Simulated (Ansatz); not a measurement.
Ansatz (a quantum-chemistry and plane-wave program) input (HF/STO-3G):

Ansatz 0.2 input:
```yaml
crystal:
  periodic: [false, false, false]
  atoms:
    - {symbol: F, position_ang: [-1.32388716, -0.37054190, 0.06138857]}
    - {symbol: Si, position_ang: [-0.01157226, 0.43205305, -0.00961660]}
    - {symbol: F, position_ang: [1.34188846, -0.30154062, -0.04642942]}
basis:
  gaussian:
    orbitals: STO-3G
hamiltonian:
  xc: {name: HF}
total_charge: 1
magnetization: {spin_polarized: true, initial_magnetization: 1}
relax: {f_tol: 0.003, max_steps: 120}
```

Output:

```
WARN ansatz: RAYON_NUM_THREADS=1 ignored (pool sized by the plan → 1); use --threads N
Functional definition: HF
integrals: 0.00 GiB planned
263 factors; integrals over basis functions are off by at most 4.6e-6 eV
mean field: 0.05 GiB planned
mean field evaluation 1: about -13095.1288 eV, gradient 2.3e1 eV
mean field evaluation 2: about -13095.1692 eV, gradient 2.3e1 eV
mean field evaluation 4: about -13100.6547 eV, gradient 1.7e0 eV
mean field evaluation 8: about -13100.7108 eV, gradient 1.8e-2 eV
mean field -13100.71076829 eV, -481.4422407541 hartree, gradient 2.5e-5 eV, S^2 0.766665; 0 other end points of the search recorded, 0 dependent functions left out
the calculation of the forces begins
reference -13100.71076829 eV, -481.4422407541 hartree; 16, 15 occupied and 3, 4 virtual orbitals, 263 factors
relax step   1: F+E_penalty+E_count = -13100.71076829 eV  Δ(F+E_penalty+E_count) = +0.000e0 eV  max|allowed force component| = 2.589e0 eV/Å  Δτ_max = 0.0000 Å  (38 SCF iters, accepted)
these checks for a lower state are left out or cut short: starts, cluster_reference, orbital_swaps, neighbouring_geometries, increment
integrals: 0.00 GiB planned
263 factors; integrals over basis functions are off by at most 4.3e-6 eV
mean field: 0.05 GiB planned
mean field evaluation 16: about -13100.7166 eV, gradient 9.8e-1 eV
mean field -13100.77916867 eV, -481.4447544216 hartree, gradient 2.6e-5 eV, S^2 0.768809; 0 other end points of the search recorded, 0 dependent functions left out
the calculation of the forces begins
reference -13100.77916867 eV, -481.4447544216 hartree; 16, 15 occupied and 3, 4 virtual orbitals, 263 factors
relax step   2: F+E_penalty+E_count = -13100.77916867 eV  Δ(F+E_penalty+E_count) = -6.840e-2 eV  max|allowed force component| = 1.674e0 eV/Å  Δτ_max = 0.0219 Å  (31 SCF iters, accepted)
these checks for a lower state are left out or cut short: starts, cluster_reference, orbital_swaps, neighbouring_geometries, increment
integrals: 0.00 GiB planned
263 factors; integrals over basis functions are off by at most 3.8e-6 eV
mean field: 0.05 GiB planned
mean field evaluation 32: about -13100.8437 eV, gradient 2.0e-5 eV
mean field -13100.84365091 eV, -481.4471241001 hartree, gradient 2.0e-5 eV, S^2 0.774636; 0 other end points of the search recorded, 0 dependent functions left out
the calculation of the forces begins
reference -13100.84365091 eV, -481.4471241001 hartree; 16, 15 occupied and 3, 4 virtual orbitals, 263 factors
relax step   3: F+E_penalty+E_count = -13100.84365091 eV  Δ(F+E_penalty+E_count) = -6.448e-2 eV  max|allowed force component| = 2.752e-1 eV/Å  Δτ_max = 0.0661 Å  (40 SCF iters, accepted)
these checks for a lower state are left out or cut short: starts, cluster_reference, orbital_swaps, neighbouring_geometries, increment
integrals: 0.00 GiB planned
263 factors; integrals over basis functions are off by at most 3.9e-6 eV
mean field: 0.05 GiB planned
mean field -13100.84603912 eV, -481.4472118653 hartree, gradient 2.0e-5 eV, S^2 0.773629; 0 other end points of the search recorded, 0 dependent functions left out
the calculation of the forces begins
reference -13100.84603912 eV, -481.4472118653 hartree; 16, 15 occupied and 3, 4 virtual orbitals, 263 factors
relax step   4: F+E_penalty+E_count = -13100.84603912 eV  Δ(F+E_penalty+E_count) = -2.388e-3 eV  max|allowed force component| = 9.384e-2 eV/Å  Δτ_max = 0.0067 Å  (34 SCF iters, accepted)
these checks for a lower state are left out or cut short: starts, cluster_reference, orbital_swaps, neighbouring_geometries, increment
integrals: 0.00 GiB planned
263 factors; integrals over basis functions are off by at most 3.9e-6 eV
mean field: 0.05 GiB planned
mean field -13100.84638921 eV, -481.4472247309 hartree, gradient 2.0e-5 eV, S^2 0.773224; 0 other end points of the search recorded, 0 dependent functions left out
the calculation of the forces begins
reference -13100.84638921 eV, -481.4472247309 hartree; 16, 15 occupied and 3, 4 virtual orbitals, 263 factors
relax step   5: F+E_penalty+E_count = -13100.84638921 eV  Δ(F+E_penalty+E_count) = -3.501e-4 eV  max|allowed force component| = 7.578e-4 eV/Å  Δτ_max = 0.0050 Å  (34 SCF iters, accepted)
integrals: 0.00 GiB planned
263 factors; integrals over basis functions are off by at most 3.9e-6 eV
mean field: 0.05 GiB planned
mean field evaluation 64: about -13100.8464 eV, gradient 1.0e-5 eV
mean field -13100.84638921 eV, -481.4472247309 hartree, gradient 2.3e-5 eV, S^2 0.773224; 1 other end points of the search recorded, 0 dependent functions left out
the calculation of the forces begins
reference -13100.84638921 eV, -481.4472247309 hartree; 16, 15 occupied and 3, 4 virtual orbitals, 263 factors
Total energy: -13100.84638921 eV, -481.4472247309 hartree
Atom 0 at    -1.282210    -0.414529     0.060754 Å, force    -0.000758     0.000271     0.000024 eV/Å
Atom 1 at    -0.013985     0.522123    -0.011621 Å, force     0.000016    -0.000580     0.000013 eV/Å
Atom 2 at     1.302624    -0.347623    -0.043790 Å, force     0.000743     0.000310    -0.000037 eV/Å
Dipole moment:    -0.017053     0.636660    -0.014171 e Å
```

The dipole moment of an ion depends on the origin.
